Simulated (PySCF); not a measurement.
Mg(Br)(OSiH3) (BrH₃MgOSi), SMILES [Mg]([O][SiH3])[Br]. Atoms are numbered in the order given.

```xyz
7

Mg     0.0000     0.0000    -0.1073
Br     0.0000     0.0000     2.2361
O      0.0000     0.0000    -1.8982
Si     0.0000     0.0000    -3.5392
H      1.2099    -0.6985    -4.0809
H      0.0000     1.3970    -4.0809
H     -1.2099    -0.6985    -4.0809
```

The structure is a stationary point at r2SCAN-D4/def2-SVP. The structure was generated by enumeration; whether it is a known compound was not checked. The values are those of a single conformer.

Two levels are set side by side: PBE/pcSseg-1 (PySCF) and PBE0/pcSseg-1 (PySCF). GIAO shifts against H2O (¹⁷O), TMS (²⁹Si), TMS (¹H) at the same level; non-relativistic, no solvent, atoms listed together averaged. Without spin–orbit terms, shifts of atoms bonded to Cl or Br come out too high at both levels. Differences are taken from unrounded values.

```tsv
quantity	PBE0
δ(¹⁷O) of O3 (ppm)	-18.4
δ(²⁹Si) of Si4 (ppm)	-41.2
δ(¹H) of H5, H6, H7 (ppm)	5.43
```

**Question.** What does PBE give, and how far is it from PBE0? (Estimate from the structure and the level; the computed values follow.)

**Answer.** 
```tsv
quantity	PBE	PBE minus PBE0
δ(¹⁷O) of O3 (ppm)	-7.9	10.5
δ(²⁹Si) of Si4 (ppm)	-41.6	-0.4
δ(¹H) of H5, H6, H7 (ppm)	5.71	0.28
```

Rough cost on one machine, each run with all the roots and properties that it gave: PBE0 against PBE within a factor of 2.
